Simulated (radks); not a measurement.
Tl V, 77 electrons, occupied as [Xe] 4f14 5d9.

Calculated with a radial shooting solver on a logarithmic mesh with Libxc functionals: Dirac Kohn-Sham, LDA (Slater exchange, Perdew-Wang correlation), spin-unpolarised, spherical densities, finite nucleus; open shells are shared between the two j in proportion to 2j + 1; Fermi nuclear charge, rms radius 5.4759 fm.

Energy parts (hartree):
| part | energy |
|---|---|
| total | -20268.5082 |
| kinetic | 23458.8677 |
| electron-nucleus | -51075.1236 |
| Hartree | 7717.0024 |
| exchange-correlation | -369.2548 |

Orbitals (lengths in bohr, moments of r in powers of bohr; <r^-3> diverges for s and p1/2; r(90%) holds 90 % of the orbital's charge):
| orbital | occ. | eigenvalue (hartree) | <r^-3> | r(90%) | <r^4> |
|---|---|---|---|---|---|
| 1s1/2 | 2 | -3138.848 | - | 0.0299 | 3.770e-07 |
| 2s1/2 | 2 | -559.9122 | - | 0.107 | 0.00005430 |
| 2p1/2 | 2 | -537.9148 | - | 0.0934 | 0.00003204 |
| 2p3/2 | 4 | -462.0920 | 22380 | 0.105 | 0.00005097 |
| 3s1/2 | 2 | -134.9252 | - | 0.261 | 0.001966 |
| 3p1/2 | 2 | -124.9298 | - | 0.252 | 0.001704 |
| 3p3/2 | 4 | -108.0771 | 5255 | 0.275 | 0.002398 |
| 3d3/2 | 4 | -91.43839 | 921.6 | 0.248 | 0.001577 |
| 3d5/2 | 6 | -87.83577 | 756.4 | 0.255 | 0.001747 |
| 4s1/2 | 2 | -31.41220 | - | 0.562 | 0.04348 |
| 4p1/2 | 2 | -27.09741 | - | 0.571 | 0.04596 |
| 4p3/2 | 4 | -22.99022 | 1284 | 0.620 | 0.06396 |
| 4d3/2 | 4 | -15.91215 | 203.7 | 0.647 | 0.07459 |
| 4d5/2 | 6 | -15.14554 | 163.2 | 0.663 | 0.08233 |
| 4f5/2 | 6 | -5.99647 | 35.29 | 0.740 | 0.1327 |
| 4f7/2 | 8 | -5.82712 | 33.47 | 0.750 | 0.1403 |
| 5s1/2 | 2 | -6.50090 | - | 1.25 | 1.059 |
| 5p1/2 | 2 | -5.03894 | - | 1.35 | 1.440 |
| 5p3/2 | 4 | -4.27762 | 234.7 | 1.48 | 2.092 |
| 5d3/2 | 3.6 | -2.24838 | 24.85 | 1.91 | 5.665 |
| 5d5/2 | 5.4 | -2.15708 | 19.49 | 1.97 | 6.388 |

The highest occupied level is 5d5/2 at -58.697 eV. The electron density at the nucleus is 2.512e+06 e/bohr^3. The density falls to 0.001 e/bohr^3 at r = 3.04 bohr. Summed over all electrons, <r^2> = 34.02 bohr^2, which gives a Langevin (diamagnetic) susceptibility term of -26.9 x 10^-6 cm^3/mol.
